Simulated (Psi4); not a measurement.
H2Br3NSi (SMILES N[Si](Br)(Br)Br), singlet, at a GFN2-xTB geometry, atoms displaced at random by about 0.03 Å a coordinate; HF/STO-3G, gradient (Psi4).

Here is a job for Psi4.
```
memory 2 GB

molecule mol {
0 1
  N     2.097412   -0.672867   -0.267419
  Si    0.419850   -0.128940   -0.019059
  Br   -0.830551   -1.328532   -1.388673
  Br    0.346959    2.005718   -0.563389
  Br   -0.333650   -0.355750    2.008494
  H     2.312710   -1.560273   -0.344022
  H     2.847179   -0.034519    0.038857
symmetry c1
no_reorient
no_com
}

set basis sto-3g
set reference rhf

gradient('scf')
print_variables()
```

What the program printed (banner, timings and long lists left out):

```
gradient() will perform analytic gradient computation.

   => Loading Basis Set <=

    Name: STO-3G
    Role: ORBITAL
    Keyword: BASIS

         ---------------------------------------------------------
                                   SCF
               by Justin Turney, Rob Parrish, Andy Simmonett
                          and Daniel G. A. Smith
                              RHF Reference
         ---------------------------------------------------------

  ==> Geometry <==

    Molecular point group: c1
    Full point group: C1

    Geometry (in Angstrom), charge = 0, multiplicity = 1:

       Center              X                  Y                   Z               Mass
    ------------   -----------------  -----------------  -----------------  -----------------
         N            2.097412000000    -0.672867000000    -0.267419000000    14.003074004430
         SI           0.419850000000    -0.128940000000    -0.019059000000    27.976926534650
         BR          -0.830551000000    -1.328532000000    -1.388673000000    78.918337600000
         BR           0.346959000000     2.005718000000    -0.563389000000    78.918337600000
         BR          -0.333650000000    -0.355750000000     2.008494000000    78.918337600000
         H            2.312710000000    -1.560273000000    -0.344022000000     1.007825032230
         H            2.847179000000    -0.034519000000     0.038857000000     1.007825032230

  Running in c1 symmetry.

  Rotational constants: A =      0.02792  B =      0.02673  C =      0.01658 [cm^-1]
  Rotational constants: A =    837.10125  B =    801.24174  C =    497.09607 [MHz]
  Nuclear repulsion = 1089.570394878160869

  Charge       = 0
  Multiplicity = 1
  Electrons    = 128
  Nalpha       = 64
  Nbeta        = 64

  ==> Algorithm <==

  SCF Algorithm Type is DF.
  DIIS enabled.
  MOM disabled.
  Fractional occupation disabled.
  Guess Type is SAD.
  Energy threshold   = 1.00e-08
  Density threshold  = 1.00e-08
  Integral threshold = 1.00e-12

  ==> Primary Basis <==

  Basis Set: STO-3G
    Blend: STO-3G
    Number of shells: 34
    Number of basis functions: 70
    Number of Cartesian functions: 73
    Spherical Harmonics?: true
    Max angular momentum: 2

   => Loading Basis Set <=

    Name: (STO-3G AUX)
    Role: JKFIT
    Keyword: DF_BASIS_SCF

  ==> Integral Setup <==

  SCF_SUBTYPE=INCORE selected. In-core MEM_DF algorithm will be used.
  Using in-core AOs.

  ==> MemDFJK: Density-Fitted J/K Matrices <==

    J tasked:                   Yes
    K tasked:                   Yes
    wK tasked:                   No
    Algorithm:                 Core
    Schwarz Cutoff:           1E-12
    Mask sparsity (%):      28.2041
    Fitting Condition:        1E-10

   => Auxiliary Basis Set <=

  Basis Set: (STO-3G AUX)
    Blend: DEF2-UNIVERSAL-JKFIT
    Number of shells: 255
    Number of basis functions: 1039
    Number of Cartesian functions: 1401
    Spherical Harmonics?: true
    Max angular momentum: 5

  Minimum eigenvalue in the overlap matrix is 2.5331173916E-01.
  Reciprocal condition number of the overlap matrix is 1.1872022614E-01.
    Using symmetric orthogonalization.

  ==> Pre-Iterations <==

  SCF Guess: Superposition of Atomic Densities via on-the-fly atomic UHF (no occupation information).

   -------------------------
    Irrep   Nso     Nmo
   -------------------------
     A         70      70
   -------------------------
    Total      70      70
   -------------------------

  ==> Iterations <==

                           Total Energy        Delta E     RMS |[F,P]|

   @DF-RHF iter SAD: -7969.44116568241043   -7.96944e+03   0.00000e+00
   @DF-RHF iter   1: -7974.41095477190720   -4.96979e+00   7.05174e-03 DIIS/ADIIS
   @DF-RHF iter   2: -7974.64204686623816   -2.31092e-01   1.98834e-03 DIIS/ADIIS
   @DF-RHF iter   3: -7974.65732905319146   -1.52822e-02   2.79490e-04 DIIS/ADIIS
   @DF-RHF iter   4: -7974.65788076257559   -5.51709e-04   3.65080e-05 DIIS
   @DF-RHF iter   5: -7974.65789245617634   -1.16936e-05   6.91231e-06 DIIS
   @DF-RHF iter   6: -7974.65789278895772   -3.32781e-07   1.45049e-06 DIIS
   @DF-RHF iter   7: -7974.65789280896570   -2.00080e-08   3.45943e-07 DIIS
   @DF-RHF iter   8: -7974.65789281034449   -1.37879e-09   5.96430e-08 DIIS
   @DF-RHF iter   9: -7974.65789281039179   -4.72937e-11   1.02188e-08 DIIS
   @DF-RHF iter  10: -7974.65789281038997    1.81899e-12   2.04685e-09 DIIS
  Energy and wave function converged.

  ==> Post-Iterations <==

    Orbital Energies [Eh]
    ---------------------

    Doubly Occupied:

       1A   -484.473736     2A   -484.468329     3A   -484.465763
       4A    -68.145987     5A    -63.201327     6A    -63.195854
       7A    -63.193334     8A    -57.750850     9A    -57.748850
      10A    -57.748844    11A    -57.745425    12A    -57.743396
      13A    -57.743370    14A    -57.742902    15A    -57.740877
      16A    -57.740851    17A    -15.289644    18A     -9.151533
      19A     -9.145972    20A     -9.143557    21A     -6.902714
      22A     -6.897129    23A     -6.894686    24A     -6.890539
      25A     -6.890495    26A     -6.885072    27A     -6.884888
      28A     -6.882678    29A     -6.882500    30A     -6.117554
      31A     -4.143262    32A     -4.143083    33A     -4.140711
      34A     -2.258237    35A     -2.254141    36A     -2.254083
      37A     -2.252702    38A     -2.250287    39A     -2.248661
      40A     -2.248535    41A     -2.246246    42A     -2.246102
      43A     -2.242746    44A     -2.242745    45A     -2.237159
      46A     -2.237157    47A     -2.234762    48A     -2.234761
      49A     -1.106399    50A     -0.950565    51A     -0.882521
      52A     -0.878939    53A     -0.650393    54A     -0.620748
      55A     -0.495875    56A     -0.451534    57A     -0.429623
      58A     -0.357165    59A     -0.347084    60A     -0.344386
      61A     -0.338455    62A     -0.331239    63A     -0.330410
      64A     -0.329752

    Virtual:

      65A      0.242820    66A      0.341525    67A      0.362052
      68A      0.450997    69A      0.673136    70A      0.835503

    Final Occupation by Irrep:
              A
    DOCC [    64 ]
    NA   [    64 ]
    NB   [    64 ]

  @DF-RHF Final Energy: -7974.65789281038997

   => Energetics <=

    Nuclear Repulsion Energy =           1089.5703948781608688
    One-Electron Energy =              -13335.1183183920311421
    Two-Electron Energy =                4270.8900307034800790
    Total Energy =                      -7974.6578928103899671

Computation Completed

Properties will be evaluated at   0.000000,   0.000000,   0.000000 [a0]

Properties computed using the SCF density matrix

 Multipole Moments:

 ------------------------------------------------------------------------------------
     Multipole            Electronic (a.u.)      Nuclear  (a.u.)        Total (a.u.)
 ------------------------------------------------------------------------------------

 L = 1.  Multiply by 2.5417464519 to convert [e a0] to [Debye]
 Dipole X            :          6.2568801           -5.4495865            0.8072935
 Dipole Y            :         -6.2366742            5.9341917           -0.3024826
 Dipole Z            :          1.1244288           -0.8859112            0.2385176
 Magnitude           :                                                    0.8944883

 ------------------------------------------------------------------------------------

         ------------------------------------------------------------
                                   SCF GRAD
                          Rob Parrish, Justin Turney,
                       Andy Simmonett, and Alex Sokolov
         ------------------------------------------------------------

  ==> Geometry <==

    Molecular point group: c1
    Full point group: C1

    Geometry (in Angstrom), charge = 0, multiplicity = 1:

       Center              X                  Y                   Z               Mass
    ------------   -----------------  -----------------  -----------------  -----------------
         N            2.097412000000    -0.672867000000    -0.267419000000    14.003074004430
         SI           0.419850000000    -0.128940000000    -0.019059000000    27.976926534650
         BR          -0.830551000000    -1.328532000000    -1.388673000000    78.918337600000
         BR           0.346959000000     2.005718000000    -0.563389000000    78.918337600000
         BR          -0.333650000000    -0.355750000000     2.008494000000    78.918337600000
         H            2.312710000000    -1.560273000000    -0.344022000000     1.007825032230
         H            2.847179000000    -0.034519000000     0.038857000000     1.007825032230

  Nuclear repulsion = 1089.570394878160869

  ==> Basis Set <==

  Basis Set: STO-3G
    Blend: STO-3G
    Number of shells: 34
    Number of basis functions: 70
    Number of Cartesian functions: 73
    Spherical Harmonics?: true
    Max angular momentum: 2

  ==> DFJKGrad: Density-Fitted SCF Gradients <==

    Gradient:                    1
    J tasked:                  Yes
    K tasked:                  Yes
    wK tasked:                  No
    Integrals threads:           1
    Schwarz Cutoff:          1E-12
    Fitting Condition:       1E-10

   => Auxiliary Basis Set <=

  Basis Set: (STO-3G AUX)
    Blend: DEF2-UNIVERSAL-JKFIT
    Number of shells: 255
    Number of basis functions: 1039
    Number of Cartesian functions: 1401
    Spherical Harmonics?: true
    Max angular momentum: 5

  -Total Gradient:
     Atom            X                  Y                   Z
    ------   -----------------  -----------------  -----------------
       1        0.075892927765    -0.182035301048    -0.025219007359
       2       -0.047224872413     0.015784896011     0.026965981788
       3       -0.000270227502     0.000185162468    -0.000564726503
       4       -0.001312856728    -0.001036313881     0.000225076795
       5        0.002617317398     0.003135651017    -0.015958328127
       6       -0.039717186409     0.143437905782     0.008791215686
       7        0.010014897941     0.020527999757     0.005759787703

  Variable Map:
  ----------------------------------------------------------------------------
  "CURRENT ENERGY"           =>   -7974.657892810390
  "CURRENT REFERENCE ENERGY" =>   -7974.657892810390
  "DD SOLVATION ENERGY"      =>       0.000000000000
  "HF KINETIC ENERGY"        =>    7970.277856506969
  "HF POTENTIAL ENERGY"      =>  -15944.935749317359
  "HF TOTAL ENERGY"          =>   -7974.657892810390
  "HF VIRIAL RATIO"          =>       2.000549546249
  "NUCLEAR REPULSION ENERGY" =>    1089.570394878161
  "ONE-ELECTRON ENERGY"      =>  -13335.118318392031
  "PCM POLARIZATION ENERGY"  =>       0.000000000000
  "PE ENERGY"                =>       0.000000000000
  "SCF ITERATION ENERGY"     =>   -7974.657892810390
  "SCF ITERATIONS"           =>      10.000000000000
  "SCF TOTAL ENERGY"         =>   -7974.657892810390
  "TWO-ELECTRON ENERGY"      =>    4270.890030703480

  Array Variable Map:
  ----------------------------------------------------------------------------
  "CURRENT DIPOLE"           =>       0.807293545478 ... 0.238517642922 1 by 3
  "CURRENT GRADIENT"         =>       0.075892927765 ... 0.005759787703 7 by 3
  "HF TOTAL GRADIENT"        =>       0.075892927765 ... 0.005759787703 7 by 3
  "SCF DIPOLE"               =>       0.807293545478 ... 0.238517642922 1 by 3
  "SCF TOTAL ENERGIES"       =>   -7969.441165682410 ... -7974.657892810390 1 by 11
  "SCF TOTAL GRADIENT"       =>       0.075892927765 ... 0.005759787703 7 by 3
```
